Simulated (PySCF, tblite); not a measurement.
Species: C6H9FSSi.
Cartesian coordinates in Å at the GFN2-xTB level; atoms count from 1:
```
atom  x, y, z in Å
C1    -3.3954   -0.4290    0.5924
C2    -2.0745    0.0566    0.2685
C3    -0.9694    0.4368   -0.0025
C4     0.3612    0.8954   -0.3289
F5     0.5043    2.2314    0.0874
C6     0.6046    0.8552   -1.8399
S7     1.1021   -0.8181   -2.3268
C8     2.4297   -0.9807   -1.0819
Si9    1.7350   -0.1928    0.5102
H10   -4.1407    0.3321    0.3640
H11   -3.4539   -0.6756    1.6523
H12   -3.6100   -1.3231    0.0078
H13    1.4089    1.5479   -2.0967
H14   -0.2882    1.1095   -2.4105
H15    2.6458   -2.0407   -0.9940
H16    3.3183   -0.4826   -1.4682
H17    2.7046    0.6819    1.1625
H18    1.1088   -1.1981    1.3630
```

Jobs on this species (18 atoms, 84 electrons) with PySCF (density fitting) and tblite. Hardware of each: an Arm Neoverse N1 with one thread, shared host. Other jobs ran on the host; a repeat could differ by tens of per cent or more.

```
level and settings                                                                                                work  basis functions  SCF cycles  wall time
          GFN2-xTB                                                                       Hessian by finite differences                –           –          ?
          GFN2-xTB                                                                                   L-BFGS relaxation                –           –      2.0 s
     PBE0/pcSseg-1  shieldings, ring-centre shieldings, charges and field gradients, density and orbital grids written              212          14       90 s
```

Task: Fill in the missing figures.

Result: 
- GFN2-xTB; Hessian by finite differences: 1.4 s

Task: What do all jobs in the table cost together?

Result: About 93 s; the longest takes about 96 % of that, and about 64 times as long as the shortest.
